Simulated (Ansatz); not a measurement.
C3H5 (SMILES [CH]=CC), doublet, at a GFN2-xTB geometry, with bond 4-1 at 1.5 times its length; B3LYP/3-21G (Ansatz, a program for electronic structure).

Here is a job for Ansatz.
Ansatz 0.2 input:
```yaml
crystal:
  periodic: [false, false, false]
  atoms:
    - {symbol: C, position_ang: [1.27668310, 0.36852878, -0.15104288]}
    - {symbol: C, position_ang: [0.23219705, -0.25268018, 0.28458034]}
    - {symbol: C, position_ang: [-1.18020056, -0.02266933, -0.17076605]}
    - {symbol: H, position_ang: [2.85541127, 0.39569903, 0.08046559]}
    - {symbol: H, position_ang: [0.30850896, -1.03164961, 1.05737034]}
    - {symbol: H, position_ang: [-1.59392448, -0.94403075, -0.57906005]}
    - {symbol: H, position_ang: [-1.21713451, 0.75111155, -0.93205579]}
    - {symbol: H, position_ang: [-1.79869600, 0.27885092, 0.67382098]}
basis:
  gaussian:
    orbitals: 3-21G.json
hamiltonian:
  xc: b3lyp
magnetization: {spin_polarized: true, initial_magnetization: 1}
scf: {lower_state_search: off}
```
The basis file holds 3-21G in the JSON format of the Basis Set Exchange.

Output, abridged:

```
Functional definition: B3LYP
these checks for a lower state are left out or cut short: stability, starts, cluster_reference, orbital_swaps, neighbouring_geometries, increment
488 factors; integrals over basis functions are off by at most 1.0e-3 eV
mean field evaluation 1: about -3165.8631 eV, gradient 2.9e1 eV
mean field evaluation 2: about -3163.4205 eV, gradient 3.5e1 eV
mean field evaluation 4: about -3170.2874 eV, gradient 3.0e0 eV
mean field evaluation 8: about -3170.3615 eV, gradient 2.3e-1 eV
mean field evaluation 16: about -3170.3623 eV, gradient 4.3e-4 eV
mean field -3170.36231192 eV, -116.5086660144 hartree, gradient 3.4e-6 eV, S^2 0.759024; 0 other end points of the search recorded, 0 dependent functions left out
reference -3170.36248931 eV, -116.5086725332 hartree; 12, 11 occupied and 25, 26 virtual orbitals, 488 factors
Total energy: -3170.36248931 eV, -116.5086725332 hartree
Checks for a lower state left out: stability, starts, cluster_reference, orbital_swaps, neighbouring_geometries, increment
```
